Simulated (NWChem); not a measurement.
The numbers come from NWChem runs, not from measurements. System: chlorotrifluoromethane (CClF₃), charge 0, spin multiplicity 1, at a geometry optimised with PBE0/def2-SVP. Level: CR-CCSD(T)/cc-pVDZ, 9 core orbitals frozen.

NWChem printed:

```
             Northwest Computational Chemistry Package (NWChem) 7.3.0
             --------------------------------------------------------

                                NWChem Input Module
                                -------------------

 Scaling coordinates for geometry "geometry" by  1.889725989
 (inverse scale =  0.529177249)

 Turning off AUTOSYM since
 SYMMETRY directive was detected!

                             Geometry "geometry" -> ""
                             -------------------------

 Output coordinates in angstroms (scale by  1.889725989 to convert to a.u.)

  No.       Tag          Charge          X              Y              Z
 ---- ---------------- ---------- -------------- -------------- --------------
    1 F                    9.0000     0.84780700     0.56175600     1.07213200
    2 C                    6.0000     0.35246700    -0.02441100     0.00000000
    3 F                    9.0000     0.84780700     0.56175600    -1.07213200
    4 F                    9.0000     0.71949200    -1.29079200     0.00000000
    5 Cl                  17.0000    -1.40298500     0.09717500     0.00000000

 Effective nuclear repulsion energy (a.u.)     251.4394851200

            Nuclear Dipole moment (a.u.)
            ----------------------------
        X                 Y               Z
 ---------------- ---------------- ----------------
     0.0000207870    -0.0000207870     0.0000000000

      Symmetry information
      --------------------

 Group name             Cs
 Group number              2
 Group order               2
 No. of unique centers     4

      Symmetry unique atoms

     1    2    4    5


 Summary of "ao basis" -> "" (spherical)
 ------------------------------------------------------------------------------
       Tag                 Description            Shells   Functions and Types
 ---------------- ------------------------------  ------  ---------------------
 *                          cc-pvdz                   on all atoms

 Summary of "ao basis" -> "ao basis" (spherical)
 ------------------------------------------------------------------------------
       Tag                 Description            Shells   Functions and Types
 ---------------- ------------------------------  ------  ---------------------
 F                          cc-pvdz                  6       14   3s2p1d
 C                          cc-pvdz                  6       14   3s2p1d
 Cl                         cc-pvdz                  8       18   4s3p1d

                                 NWChem SCF Module
                                 -----------------

  ao basis        = "ao basis"
  functions       =    74
  atoms           =     5
  closed shells   =    25
  open shells     =     0
  charge          =   0.00
  wavefunction    = RHF
  use symmetry    = T
  symmetry adapt  = T

 Summary of "ao basis" -> "ao basis" (spherical)
 ------------------------------------------------------------------------------
       Tag                 Description            Shells   Functions and Types
 ---------------- ------------------------------  ------  ---------------------
 F                          cc-pvdz                  6       14   3s2p1d
 C                          cc-pvdz                  6       14   3s2p1d
 Cl                         cc-pvdz                  8       18   4s3p1d

      Symmetry analysis of basis
      --------------------------

        a'         47
        a"         27

 Forming initial guess at       0.1s

      Superposition of Atomic Density Guess
      -------------------------------------

 Sum of atomic energies:        -795.29279114

      Non-variational initial energy
      ------------------------------

 Total energy =    -796.603024
 1-e energy   =   -1604.687893
 2-e energy   =     556.645384
 HOMO         =      -0.431689
 LUMO         =       0.151351

      Symmetry analysis of molecular orbitals - initial
      -------------------------------------------------

  Numbering of irreducible representations:

     1 a'          2 a"

  Orbital symmetries:

     1 a'          2 a'          3 a"          4 a'          5 a'
     6 a'          7 a'          8 a'          9 a"         10 a'
[...]
    18     -0.517152  2 C  px                64     -0.290610  5 Cl px
    16      0.272496  2 C  s                  7      0.162873  1 F  px
    35      0.162873  3 F  px                49      0.156537  4 F  px

 Vector   27  Occ=0.000000D+00  E= 3.444594D-01  Symmetry=a'
              MO Center=  8.0D-02,  2.9D-02, -6.4D-11, r^2= 2.3D+00
   Bfn.  Coefficient  Atom+Function         Bfn.  Coefficient  Atom+Function
  ----- ------------  ---------------      ----- ------------  ---------------
    22      1.297540  2 C  py                45      0.730781  4 F  s
    19      0.517816  2 C  py                 3     -0.365389  1 F  s
    31     -0.365389  3 F  s                 68     -0.355074  5 Cl py
    50      0.303721  4 F  py                 9      0.248828  1 F  pz
    37     -0.248828  3 F  pz                49     -0.189000  4 F  px

 Vector   28  Occ=0.000000D+00  E= 3.444609D-01  Symmetry=a"
              MO Center=  7.5D-02, -4.0D-02,  5.2D-11, r^2= 2.3D+00
   Bfn.  Coefficient  Atom+Function         Bfn.  Coefficient  Atom+Function
  ----- ------------  ---------------      ----- ------------  ---------------
    23      1.300656  2 C  pz                 3     -0.632879  1 F  s
    31      0.632879  3 F  s                 20      0.519054  2 C  pz
    69     -0.355926  5 Cl pz                51     -0.284714  4 F  pz
     8      0.235696  1 F  py                36     -0.235696  3 F  py
     7      0.198223  1 F  px                35     -0.198223  3 F  px

 center of mass
 --------------
 x =   0.01912158 y =  -0.00132484 z =   0.00000000

 moments of inertia (a.u.)
 ------------------
         313.032680948166          15.775892129766           0.000000000000
          15.775892129766         539.708661119168           0.000000000000
           0.000000000000           0.000000000000         540.801241831345

  Mulliken analysis of the total density
  --------------------------------------

    Atom       Charge   Shell Charges
 -----------   ------   -------------------------------------------------------
    1 F    9     9.22   2.00  0.90  1.00  3.33  1.98  0.01
    2 C    6     5.25   2.00  0.72  0.11  1.74  0.30  0.37
    3 F    9     9.22   2.00  0.90  1.00  3.33  1.98  0.01
    4 F    9     9.22   2.00  0.90  1.00  3.33  1.98  0.01
    5 Cl  17    17.08   2.00  2.01  0.94  0.99  6.00  3.06  2.05  0.04

       Multipole analysis of the density wrt the origin
       ------------------------------------------------

     L   x y z        total         open         nuclear
     -   - - -        -----         ----         -------
     0   0 0 0     -0.000000      0.000000     50.000000

     1   1 0 0     -0.154187      0.000000      0.000021
     1   0 1 0      0.010688      0.000000     -0.000021
     1   0 0 1     -0.000000      0.000000      0.000000

     2   2 0 0    -23.722611      0.000000    184.997683
     2   1 1 0     -0.084196      0.000000     -7.695855
     2   1 0 1     -0.000000      0.000000      0.000000
     2   0 2 0    -24.932583      0.000000     74.419760
     2   0 1 1     -0.000000      0.000000      0.000000
     2   0 0 2    -24.938401      0.000000     73.886772

                   NWChem Extensible Many-Electron Theory Module
                   ---------------------------------------------


            General Information
            -------------------
      Number of processors :     1
         Wavefunction type : Restricted Hartree-Fock
          No. of electrons :    50
           Alpha electrons :    25
            Beta electrons :    25
           No. of orbitals :   148
            Alpha orbitals :    74
             Beta orbitals :    74
        Alpha frozen cores :     9
         Beta frozen cores :     9
     Alpha frozen virtuals :     0
      Beta frozen virtuals :     0
         Spin multiplicity : singlet
    Number of AO functions :    74
       Number of AO shells :    32
        Use of symmetry is : on
      Symmetry adaption is : on
         Schwarz screening : 0.10D-09

          Correlation Information
          -----------------------
          Calculation type : Coupled-cluster singles & doubles w/ perturbation
   Perturbative correction : Completely renormalized (T)
            Max iterations :      100
        Residual threshold : 0.10D-05
     T(0) DIIS level shift : 0.00D+00
     L(0) DIIS level shift : 0.00D+00
     T(1) DIIS level shift : 0.00D+00
     L(1) DIIS level shift : 0.00D+00
     T(R) DIIS level shift : 0.00D+00
     T(I) DIIS level shift : 0.00D+00
   CC-T/L Amplitude update :  5-th order DIIS
                I/O scheme : Global Array Library
        L-threshold :  0.10D-05
        EOM-threshold :  0.10D-05
 no EOMCCSD initial starts read in
 TCE RESTART OPTIONS
 SLICE:      F
 D4D5:       F
 quantumc:   F
 qrotation:  F
 pwtce:      F
 qducc:      F
 nacto:                         0
 nrotv:                         0
 nrot:                          0

            Memory Information
            ------------------
          Available GA space size is     249031324 doubles
          Available MA space size is     104853332 doubles

 Maximum block size supplied by input
 Maximum block size        24 doubles

 tile_dim =     19

 -------------------------------------------------
   1    alpha     a'    10 doubles       0       1
   2    alpha     a"     6 doubles      10       2
   3    beta      a'    10 doubles      16       1
   4    beta      a"     6 doubles      26       2
   5    alpha     a'    15 doubles      32       5
   6    alpha     a'    15 doubles      47       6
   7    alpha     a"    19 doubles      62       7
   8    beta      a'    15 doubles      81       5
   9    beta      a'    15 doubles      96       6
  10    beta      a"    19 doubles     111       7

 Global array virtual files algorithm will be used

 Parallel file system coherency ......... OK

 4-electron integrals stored in orbital form

 v2    file size   =          2042617
 4-index algorithm nr.  13 is used
 imaxsize =       30
 imaxsize ichop =        0


CCSD iterations
 ---------------------------------------------------------
 Iter          Residuum       Correlation     Cpu    Wall
 ---------------------------------------------------------
    1   0.2025725552058  -0.8218173192051     0.4     0.4
    2   0.0501490884496  -0.8272687471008     0.3     0.3
    3   0.0158576184276  -0.8379523252648     0.3     0.3
    4   0.0062022948714  -0.8390827801282     0.3     0.3
    5   0.0022383118254  -0.8399744631842     0.4     0.4
    6   0.0005020769156  -0.8402167335545     0.3     0.3
    7   0.0002268588116  -0.8402650233795     0.3     0.3
    8   0.0000826583370  -0.8402680335761     0.3     0.3
    9   0.0000506404070  -0.8402687036663     0.3     0.3
   10   0.0000217278852  -0.8402705747638     0.3     0.3
   11   0.0000056750473  -0.8402715580036     0.3     0.3
   12   0.0000023777104  -0.8402716758203     0.3     0.3
   13   0.0000010535727  -0.8402718084670     0.3     0.3
   14   0.0000005967308  -0.8402717814138     0.3     0.3
 -----------------------------------------------------------------
 Iterations converged
 CCSD correlation energy / hartree =        -0.840271781413777
 CCSD total energy / hartree       =      -796.541233212957763

 Singles contributions

 Doubles contributions
 CR-CCSD(T)

 CR-CCSD[T]  correction energy / hartree =        -0.014562507045894
 CR-CCSD[T] correlation energy / hartree =        -0.854834288459672
 CR-CCSD[T] total energy / hartree       =      -796.555795720003630
 CR-CCSD(T)  correction energy / hartree =        -0.013320243473015
 CR-CCSD(T) correlation energy / hartree =        -0.853592024886792
 CR-CCSD(T) total energy / hartree       =      -796.554553456430767

 Task  times  cpu:       64.7s     wall:       64.7s

 Total times  cpu:       64.8s     wall:       64.8s
```

Problem. Write an NWChem input that would produce this output.

Solution. One answer among several that fit: 
```
start mol
memory heap 100 mb stack 700 mb global 1900 mb
geometry units angstroms nocenter noautoz
  F      0.847807     0.561756     1.072132
  C      0.352467    -0.024411     0.000000
  F      0.847807     0.561756    -1.072132
  F      0.719492    -1.290792     0.000000
  Cl    -1.402985     0.097175     0.000000
  symmetry group Cs
end
basis spherical
  * library cc-pvdz
end
scf
  rhf
  nopen 0
  maxiter 100
  thresh 1e-7
  semidirect memsize 60000000 filesize 0
end
tce
  freeze core 9
  cr-ccsd(t)
  2eorb
  2emet 13
  thresh 1e-6
  maxiter 100
  tilesize 24
end
task tce energy
```
